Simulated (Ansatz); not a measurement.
(LiH)n off (charge -1): r2SCAN-D4/def2-TZVPD single points in Ansatz on relaxed structures, gas phase. Each cluster is the lowest isomer that a short search found in that spin, judged at the geometry's level, and lower ones may exist. HOMO and LUMO are taken over both spins. Singlets are spin-restricted. The spins of the ions were chosen, not always searched. The structures are stationary points that may keep the symmetry of their start. Remarks come from the PBE and PBE0 runs and from stability tests at other levels; not every state was tested. A HOMO above zero means that the electron is unbound at that level and held by the basis, or that self-interaction error raises the level; the energy of removing that electron tells which. HOMO above LUMO (over both spins in singlets and doublets, within one spin in higher multiplets; at PBE or PBE0), or a gap under 0.15 eV within one spin, warns that the state may not be the lowest or that an electron is smeared out.

| species | atoms | state | geometry | HOMO (eV) | vertical IE (eV) | lowest of the spins relaxed | point group (within 0.1 Å) | remarks |
| --- | --- | --- | --- | --- | --- | --- | --- | --- |
| LiH2⁻ | 3 | singlet | PBE0-D4/def2-TZVPD | 0.07 | 2.61 | – | D∞h | HOMO above zero at PBE or PBE0, gap within one spin near zero at PBE or PBE0 (neutral doublet), HOMO above zero (triplet), HOMO above zero (quintet) |
| Li3H3⁻ | 6 | doublet; oxidised ion singlet | PBE-D4/def2-TZVPD | 1.16 | 0.25 | – | Cs | HOMO above zero at PBE or PBE0 |
| Li6H7⁻ | 13 | singlet | PBE0-D4/def2-TZVPD | -1.13 | 3.24 | singlet, of singlet/triplet/quintet | – | HOMO above zero (triplet), HOMO above zero (quintet) |
| Li8H8⁻ | 16 | doublet; oxidised ion singlet | r2SCAN-D4/def2-SVPD | 1.04 | 0.51 | – | – | HOMO above zero at PBE or PBE0 |

Task: Estimate the rows for Li6H6⁻ (doublet; oxidised ion singlet, r2SCAN-D4/def2-TZVPD geometry); Li7H8⁻ (singlet, PBE0-D4/def2-TZVPD geometry).

Result: 
| species | atoms | state | geometry | HOMO (eV) | vertical IE (eV) | lowest of the spins relaxed | point group (within 0.1 Å) | remarks |
| --- | --- | --- | --- | --- | --- | --- | --- | --- |
| Li6H6⁻ | 12 | doublet; oxidised ion singlet | r2SCAN-D4/def2-TZVPD | 0.99 | -0.06 | – | D2h | HOMO above zero at PBE or PBE0 |
| Li7H8⁻ | 15 | singlet | PBE0-D4/def2-TZVPD | -1.73 | 3.60 | singlet, of singlet/triplet/quintet | – | HOMO above zero (triplet), HOMO above zero (quintet) |

The vertical IE (eV) runs from -0.06 (Li6H6⁻) to 3.60 (Li7H8⁻). It doesn't follow size steadily.
